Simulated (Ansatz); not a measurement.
Geometry optimisation, Ansatz 0.2.0, RKS LDA/def2-SVP.

Input:

```yaml
crystal:
  periodic: [false, false, false]
  atoms:
    - { symbol: F, position_ang: [-0.4179, -1.9248, -1.498] }
    - { symbol: Si, position_ang: [0.5023, -1.6891, -0.2622] }
    - { symbol: C, position_ang: [-0.2273, -0.6373, 1.0815] }
    - { symbol: "N", position_ang: [0.6339, -0.0098, 0.0267] }
    - { symbol: C, position_ang: [-0.1714, 0.9572, -0.7684] }
    - { symbol: S, position_ang: [-0.0109, 2.6268, -0.009] }
    - { symbol: H, position_ang: [1.9497, -2.0784, -0.4223] }
    - { symbol: H, position_ang: [-1.2349, -0.5643, 1.0959] }
    - { symbol: H, position_ang: [0.3, -0.7156, 2.095] }
    - { symbol: H, position_ang: [0.2404, 1.0297, -1.7409] }
    - { symbol: H, position_ang: [-1.2529, 0.7383, -0.8258] }
    - { symbol: H, position_ang: [-0.234, 2.2121, 1.2613] }
basis:
  gaussian: { orbitals: def2-SVP }
hamiltonian:
  xc: lda
relax:
  f_tol: 0.02
  max_steps: 50
```

Command:

```bash
$ ansatz run input.yaml --threads 2 --pin off --max-ram 3072MiB --backend cpu --events-out ev --progress --plain --runs-dir out
```

Task: Where does it end, and by what steps?

Result: The run converged. After 20 steps the energy has fallen by 1.217 eV; F1 moved furthest, 1.25 Å.

| step | energy less start (eV) | largest force component (eV/Å) | accepted |
| --- | --- | --- | --- |
| 0 | 0.0000 | 6.131 | yes |
| 1 | -0.7416 | 1.887 | yes |
| 2 | -0.9449 | 0.795 | yes |
| 3 | -0.9920 | 0.577 | yes |
| 4 | -1.0241 | 0.696 | yes |
| 5 | -1.0721 | 0.210 | yes |
| 6 | -1.0734 | 0.523 | yes |
| 7 | -1.1000 | 0.229 | yes |
| 8 | -1.1257 | 0.158 | yes |
| 9 | -1.1465 | 0.279 | yes |
| 10 | -1.1438 | 0.694 | no |
| 11 | -1.1591 | 0.200 | yes |
| 12 | -1.1729 | 0.309 | yes |
| 13 | -1.1844 | 0.427 | yes |
| 14 | -1.1963 | 0.303 | yes |
| 15 | -1.2091 | 0.283 | yes |
| 16 | -1.2144 | 0.147 | yes |
| 17 | -1.2161 | 0.102 | yes |
| 18 | -1.2166 | 0.053 | yes |
| 19 | -1.2170 | 0.026 | yes |
| 20 | -1.2171 | 0.009 | yes |

```xyz
12
Properties=species:S:1:pos:R:3
F 0.247 -2.918 -1.146
Si 0.628 -1.616 -0.269
C -0.521 -0.780 0.895
N -0.337 -0.230 -0.463
C -0.306 1.143 -0.762
S 0.942 2.143 0.167
H 2.113 -1.583 -0.157
H -1.538 -1.150 1.151
H -0.052 -0.183 1.715
H -0.035 1.293 -1.829
H -1.299 1.623 -0.602
H 0.236 2.204 1.333
```

Time of the run: 14 s on 2 threads of AMD EPYC 9R45 96-Core Processor (Zen 5), with other jobs on the host, peak memory 0.2 GiB.
